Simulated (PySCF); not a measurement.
HfN₂, singlet: computed properties

Computed with PBE0/[Hf def2-TZVP with ECP60, N def2-TZVP], scalar-relativistic core potentials, density fitting, no spin–orbit coupling, PySCF.

The structure is a minimum.

- Point group: C2v
- Bond lengths: Hf–N 2.083 Å (×2), N–N 1.206 Å
- Bond angles: Hf–N–N 73.2° (×2), N–Hf–N 33.7°
- Atomisation energy without zero-point energy: 1007 kJ/mol
- Dipole moment: 2.86 D
- Principal quadrupole moments (Buckingham, traceless) about the centre of mass: -4.62, 2.30, 2.33 D Å
- Rotational constants: 1.656, 0.1751, 0.1583 cm⁻¹
- Lowest empty level: -2.80 eV
- Zero-point energy: 16.6 kJ/mol
- Principal polarisabilities: 83.8, 91.3, 99.9 bohr³
- Rotational symmetry number: 2
- Enthalpy at 298.15 K above 0 K: 10.95 kJ/mol
- Entropy at 298.15 K and 1 bar: 271.0 J/(mol K)
- Highest occupied level: -5.49 eV
- Heat capacity Cp at 298.15 K: 43.0 J/(mol K)

Harmonic modes (masses in u: Hf 179.947, N 14.003):
```tsv
symmetry	ω (cm⁻¹)	IR (km/mol)	μ (u)
a1	470	0.0	15.97
b2	632	11.5	14.17
a1	1680	193	14.02
```

In C2v the vibrations span 2a1 + b2. Here b1 is antisymmetric to the molecular plane and b2 lies in it.

Charges (e):
| atom | Mulliken | Löwdin | polar tensor | Mayer order to Hf1 |
| --- | --- | --- | --- | --- |
| Hf1 | 0.39 | 0.28 | 0.31 | – |
| N2,3 | -0.20 | -0.14 | -0.16 | 1.03 |
Other Mayer orders above 0.3: N–N 1.77.

Mulliken populations on Hf1 (electrons outside its core potential): s 3.64, p 6.24, d 1.68, f 0.05.

Outer orbital energies (eV). occupied: -28.82, -15.84, -12.35, -11.91, -10.94, -5.60, -5.49; empty: -2.80, -2.23, -1.86, -1.51.

Other isomers or separated fragments may lie lower. At this level a triplet minimum of C∞v symmetry lies 17 kJ/mol below this structure. At the minimum of this search the closed-shell solution is unstable towards spin polarisation, so a lower open-shell solution exists. With an element this heavy the missing spin–orbit coupling can shift these numbers.

The final relaxation and frequency run took 22 s on 2 threads of a shared Arm Neoverse V1 host, with 102 basis functions and 8 gradients; the process peaked at 0.92 GiB.
